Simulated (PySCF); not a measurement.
SMILES B(O)([SiH2][SiH3])O, GFN2-xTB optimised geometry.

```
12

O      2.24    -1.68    -0.93
B      1.42    -1.10     0.00
O      2.03    -0.44     1.00
Si    -0.55    -1.10     0.00
Si    -1.54     0.99     0.00
H      1.83    -2.17    -1.64
H      2.99    -0.45     0.98
H     -1.11    -1.88     1.13
H     -1.07    -1.86    -1.17
H     -1.35     1.71    -1.27
H     -2.99     0.94     0.21
H     -1.01     1.88     1.04
```

Density from PBE0/def2-TZVP (PySCF) at that geometry.

Minimum of the electron density along straight lines between bonded atoms, close to the bond critical point (lines longer than 1.1 times the sum of covalent radii, or with two minima, are not listed):

```tsv
bond	length / Å	ρ at the minimum / e bohr⁻³	∇²ρ there / e bohr⁻⁵	position (fraction from the first atom)
O1–B2	1.364	0.206	0.96	0.67
B2–O3	1.351	0.215	1.00	0.33
B2–Si4	1.972	0.117	-0.01	0.61
Si4–Si5	2.314	0.095	-0.17	0.47
O1–H6	0.955	0.365	-2.56	0.81
O3–H7	0.960	0.359	-2.49	0.81
Si4–H8	1.475	0.119	0.20	0.49
Si4–H9	1.485	0.117	0.19	0.49
Si5–H10	1.469	0.121	0.20	0.49
Si5–H11	1.465	0.122	0.20	0.49
Si5–H12	1.466	0.122	0.19	0.49
```
